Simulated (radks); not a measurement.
The numbers below are computed, except where a source is named.
These are the eigenvalues of the occupied orbitals of an atom or ion with whole-number occupations (eV). Level of theory: Dirac Kohn-Sham, exchange-only PBE, spin-unpolarised, spherical densities, finite nucleus; Fermi nuclear charge, rms radius of each element as measured or else 0.836 A^(1/3) + 0.57 fm (a radial shooting solver on a logarithmic mesh with Libxc functionals).

| orbital | eigenvalue |
|---|---|
| 1s1/2 | -20964.36 |
| 2s1/2 | -3082.000 |
| 2p1/2 | -2850.401 |
| 2p3/2 | -2732.136 |
| 3s1/2 | -622.5612 |
| 3p1/2 | -533.6289 |
| 3p3/2 | -513.7745 |
| 3d3/2 | -356.6420 |
| 3d5/2 | -352.8115 |
| 4s1/2 | -170.6099 |
| 4p1/2 | -143.0799 |
| 4p3/2 | -139.6114 |

Which element is it, and in what charge state? The configuration may be excited. Open shells, if any, fill j = l - 1/2 first.

Answer. Z = 43, technetium, charge +7: Tc7+ in [Kr]. The list shows which subshells hold electrons but not how many an open one holds; the 1s level, -770.43 hartree, gives Z - s = 39.3 by -(Z - s)^2/2, which with screening and relativity narrows Z to a few neighbours, and the depths of the outer levels then fix element, charge and occupations together.
